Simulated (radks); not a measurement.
The numbers below are computed, except where a source is named.
Species: Pb2+. Configuration: [Hg]. Level of theory: scalar-relativistic Kohn-Sham, PBE, spin-unpolarised, spherical densities, point nucleus (a radial shooting solver on a logarithmic mesh with Libxc functionals).

Local quantities along the radius. ELF = 1/(1 + alpha^2) is the electron localisation function; alpha = (tau - tau_W)/tau_unif compares the Pauli kinetic energy density with that of the uniform gas. tau is taken from the large components.

```
   r/bohr * ELF (the largest magnitude, 1, reaches the edge; | marks zero)
0.0009665 |                                                      *
  0.00131 |                                                      *
 0.001775 |                                                      *
 0.002406 |                                                      *
 0.003261 |                                                      *
 0.004419 |                                                      *
 0.005989 |                                                      *
 0.008182 |                                                     *
  0.01109 |                                                *
  0.01503 |                                   *
  0.02037 |                   *
   0.0276 |                    *
  0.03741 |                                  *
   0.0507 |                                        *
  0.06872 |                            *
  0.09313 |                   *
   0.1262 |                                  *
   0.1711 |                                   *
   0.2318 |               *
   0.3142 |                               *
   0.4258 |                                      *
   0.5771 |                    *
   0.7821 |                       *
    1.068 |                                   *
    1.448 |                           *
    1.962 |                    *
     2.66 |                  *
    3.605 |             *
    4.885 |   *
    6.621 *
```

On this mesh the ELF has minima near r = 0.024, 0.093, 0.23, 0.67 bohr, which separate the shells, and maxima near 0.051 (0.74), 0.15 (0.71), 0.37 (0.71), 1.1 (0.66).
